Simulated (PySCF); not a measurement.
An unknown is described by computed data only.

Formula: C6H14Si.

- 1H NMR: chemical shifts (computed TMS as zero) by class: 4.22 (1 H), 3.93 (1 H), 2.13 (1 H), 2.12 (1 H), 1.85 (1 H), 1.32 (1 H), 1.25 (1 H), 1.08 (3 H), 1.07 (1 H), 1.02 (1 H), 1.02 (1 H), 0.81 (1 H) ppm [GIAO PBE0/pcSseg-1]
- NMR, other nuclei: isotropic shieldings of nuclei other than C and H, by class: 378 (1 Si) ppm [GIAO PBE0/pcSseg-1]
- 13C NMR: chemical shifts (computed TMS as zero) by class: 41.1 (1 C), 34.0 (1 C), 31.5 (1 C), 31.4 (1 C), 19.7 (1 C), 10.1 (1 C) ppm [GIAO PBE0/pcSseg-1]
- UV, strongest line: among the 6 lowest singlet transitions: S6 at 8.04 eV (154 nm, f = 0.149) [TDDFT PBE0/def2-SVPD]
- UV, first state: lowest singlet excitation: 7.17 eV (173 nm, f = 0.005) [TDDFT PBE0/def2-SVPD]
- Dipole: 0.61 D [PBE0/def2-SVPD]
- Rotational structure: rotational constants A, B, C: 3.694, 1.515, 1.168 GHz [GFN2-xTB]

The electronic properties come from PySCF, for the isolated species, density fitting. Levels stand in brackets. NMR shifts are as computed; neighbouring signals can stand in another order in a measured spectrum. Geometry: GFN2-xTB, one conformer, isolated molecule. NMR classes are plain means over equivalent atoms (diastereotopic ones count apart unless rotation or inversion swaps them), as if these changed places fast.

Question: Give a SMILES that accounts for the data.

Answer: Numbering: `[CH3:1][CH2:2][C@H:3]1[CH2:4][CH2:5][CH2:6][SiH2:7]1`. Its formula, C6H14Si, gives 1 degree of unsaturation: 1 ring and 0 π bonds in the structure found. 6 carbons fall into 6 classes; from least to most shielded: ring CH2 carbon [C4] (41.1 ppm), ring sp3 carbon bound to silicon [C3] (34.0 ppm), ring CH2 carbon [C5] (31.5 ppm), chain CH2 carbon [C2] (31.4 ppm), methyl carbon [C1] (19.7 ppm), ring sp3 carbon bound to silicon [C6] (10.1 ppm). Hydrogen classes from least to most shielded: 1 H on an SiH2 silicon, Si7 (4.22 ppm), 1 H on an SiH2 silicon, Si7 (3.93 ppm), 1 H on a ring CH2 carbon, C5 (2.13 ppm), 1 H on a ring CH2 carbon, C4 (2.12 ppm), 1 H on a chain CH2 carbon, C2 (1.85 ppm), 1 H on a ring CH2 carbon, C5 (1.32 ppm), 1 H on a chain CH2 carbon, C2 (1.25 ppm), 3 H on a methyl carbon, C1 (1.08 ppm, a mean of values up to 0.5 ppm apart in this geometry), 1 H on a ring CH2 carbon, C4 (1.07 ppm), 1 H on an sp3 carbon bound to silicon, C3 (1.02 ppm), 1 H on an sp3 carbon bound to silicon, C6 (1.02 ppm), 1 H on an sp3 carbon bound to silicon, C6 (0.81 ppm). The other shieldings belong to: 378 ppm, SiH2 silicon [Si7]. The optimised geometry has point group C1 and is an asymmetric top. Structure: `CC[C@H]1CCC[SiH2]1`. Computed isomers that give other values at the same levels: `C=C[SiH2][C@@H](C)CC` (13C chemical shifts (computed TMS as zero) by class: 143.6 (1 C), 141.2 (1 C), 29.9 (1 C), 21.2 (1 C), 17.1 (1 C), 11.4 (1 C) ppm); `CC[SiH2]CC1CC1` (13C chemical shifts (computed TMS as zero) by class: 20.6 (1 C), 11.8 (1 C), 10.3 (1 C), 9.2 (2 C), 6.1 (1 C) ppm); `C/C=C(/CC)C[SiH3]` (13C chemical shifts (computed TMS as zero) by class: 146.5 (1 C), 125.4 (1 C), 36.7 (1 C), 17.8 (1 C), 17.5 (1 C), 13.9 (1 C) ppm). The assignments are read from this structure; whether some other isomer fits the data as well wasn't checked. The mirror image fits equally.
